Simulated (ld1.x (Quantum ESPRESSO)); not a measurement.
K, TM: configuration errors across variants

```json
{"Element": "potassium", "Generator": "ld1.x (Quantum ESPRESSO) 7.5", "Type": "norm-conserving Troullier–Martins (Kleinman–Bylander form)", "Functional": "PBE", "Relativity": "scalar-relativistic", "Frozen core": "[Ne]", "Valence charge": "9", "Reference configuration": "3s2 3p6 4s1 4p0", "Partial waves": "3s (bound): rc 1.25 bohr; 3d channel at 0.45 Ry: rc 1.00 bohr; 4f channel at -0.05 Ry: rc 1.00 bohr; 3p (bound): rc 1.30 bohr", "Local potential": "the p channel", "Core correction": "none"}
```

Occupied shells without a wave of their own: 4s. They enter only through the test configuration that unscreens the potential.

All-electron excitation energies from the reference (eV): (1) 3s2 3p6 4s0 4p0 4.314; (2) 3s2 3p6 4s0.5 4p0 1.641; (3) 3s2 3p6 4s0 4p1 1.553; (4) 3s1 3p6 4s1 4p0 41.994; (5) 3s2 3p5 4s1 4p0 24.930.

2 further variants failed, have other tests or another functional or relativity, and are left out.

Errors AE − PS in meV (a dash: test not solved or not reliable):

```csv
change,(1),(2),(3),(4),(5),bound ghosts
base,-18,-7.0,-11,+11,+12,none
wave 4f channel at -0.05 Ry: rc 1.00 bohr becomes 4f channel at -0.05 Ry: rc 1.02 bohr,-18,-7.0,-11,+11,+12,none
wave 3d channel at 0.45 Ry: rc 1.00 bohr becomes 3d channel at 0.45 Ry: rc 0.78 bohr,-18,-7.0,-11,+11,+12,none
wave 3p (bound): rc 1.30 bohr becomes 3p (bound): rc 1.52 bohr,-23,-8.7,-13,+17,+14,none
wave 3s (bound): rc 1.25 bohr becomes 3s (bound): rc 1.08 bohr,-15,-5.7,-8.8,+11,+10,none
wave 3d channel at 0.45 Ry: rc 1.00 bohr becomes 3d channel at 1 Ry: rc 1.00 bohr,-18,-7.0,-11,+11,+12,none
```

Give the same row for: type ultrasoft; waves now 3s (bound): rc 1.25 bohr; 4s (bound): rc 1.25 bohr; 3p (bound): rc 1.30 bohr; 4p (bound): rc 1.30 bohr; 3d channel at 0.45 Ry: rcut 0.85, rcutus 1.00 bohr; 3d channel at 2.4 Ry: rcut 0.85, rcutus 1.00 bohr; 4f channel at -0.05 Ry: rcut 0.85, rcutus 1.00 bohr; 4f channel at 0.6 Ry: rcut 0.85, rcutus 1.00 bohr; local potential all-electron potential smoothed inside 0.75 bohr (lloc = -1); augmentation PSQ, radius 0.70 bohr.

-0.1, 0.0, 0.0, -3.0, +1.7; bound ghosts: not determined.
